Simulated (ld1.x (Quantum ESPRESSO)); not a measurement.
# Logarithmic derivatives: europium (Eu), TM

ld1.x (Quantum ESPRESSO) 7.5 input, shortened:

```
&input
   title='Eu', zed=63., rel=2, dft='PBE', iswitch=3,
   config='[Xe] 4f6 5d0 6s0 6p0', rel_dist='average'
 /
 &inputp
   pseudotype=2, tm=.true., lloc=1,
   nlcc=.false.
 /
4
5S  1  0   2.00   0.00  1.40  1.40  0.0
4D  3  2  10.00   0.00  1.00  1.00  0.0
4F  4  3   6.00   0.00  1.55  1.55  0.0
5P  2  1   6.00   0.00  2.30  2.30  0.0
 &test
   configts(1)='4d10 4f6 5s2 5p6 5d0 6s0 6p0'
 /
```

Open shells are filled in proportion to 2j + 1 (rel_dist='average').

The phase is arctan(r·u′/u) with u = r·R(r), unwrapped; energies in Ry, scanned from -14 to 5 Ry. A pole is an energy at which the radial function vanishes at the test radius. The pseudo phase is shifted by a multiple of π to meet the all-electron one at the reference energy, and phase errors are pseudo minus all-electron; the curves can meet again beyond the range given. Levels narrower than the energy grid can be missing from the lists of poles.

```
channel  radius (bohr)  reference energy (Ry)  poles, all-electron  poles, pseudo  unbroken range about the reference energy with phases within 0.05 rad  phase error 1 Ry above the reference energy (rad)
      s           2.49                  -5.35          -5.15, 3.22    -5.15, 3.77                                                             below -1.0                                             -0.001
   p1/2           2.49                  -3.96          -3.58, 4.58    -3.31, 3.45                                       not even at the reference energy                                             +0.050
   p3/2           2.49                  -3.65                -3.17    -3.31, 3.45                                       not even at the reference energy                                             -0.031
   d3/2           2.49                 -12.44                -0.58           0.45                                                             below -2.9                                             -0.000
   d5/2           2.49                 -12.06                -0.49           0.50                                                             below -2.9                                             -0.000
   f5/2           2.49                  -2.46          -2.40, 2.95    -2.40, 3.66                                                             below -0.2                                             -0.000
   f7/2           2.49                  -2.41          -2.34, 2.98    -2.34, 3.68                                                             below -0.2                                             -0.000
```

A Bessel basis up to 400 Ry misses an occupied level by 5.81 Ry, so cutoffs and ghosts were not judged. The potential misses its own reference levels by up to 2.9 eV, so it is not fit for use.

Phases in the f7/2 channel:

```tsv
E (Ry)	all-electron	pseudo
-14.00	1.460	1.460
-13.52	1.458	1.458
-13.04	1.455	1.455
-12.56	1.453	1.453
-12.08	1.451	1.450
-11.60	1.448	1.448
-11.12	1.445	1.445
-10.64	1.442	1.442
-10.16	1.439	1.438
-9.68	1.435	1.435
-9.20	1.431	1.431
-8.72	1.427	1.427
-8.24	1.422	1.422
-7.76	1.417	1.417
-7.28	1.411	1.411
-6.80	1.405	1.404
-6.32	1.397	1.397
-5.84	1.389	1.389
-5.36	1.379	1.379
-4.88	1.367	1.367
-4.40	1.353	1.352
-3.92	1.334	1.333
-3.44	1.307	1.306
-2.96	1.256	1.254
-2.48	0.425	0.420
-2.00	-1.818	-1.819
-1.52	-1.908	-1.909
-1.04	-2.007	-2.005
-0.56	-2.176	-2.164
-0.08	-2.560	-2.503
0.40	-3.431	-3.261
0.88	-4.139	-4.010
1.36	-4.423	-4.341
1.84	-4.558	-4.496
2.32	-4.638	-4.583
2.80	-4.695	-4.641
3.28	-4.740	-4.684
3.76	-4.782	-4.718
4.24	-4.825	-4.747
4.72	-4.875	-4.775
```
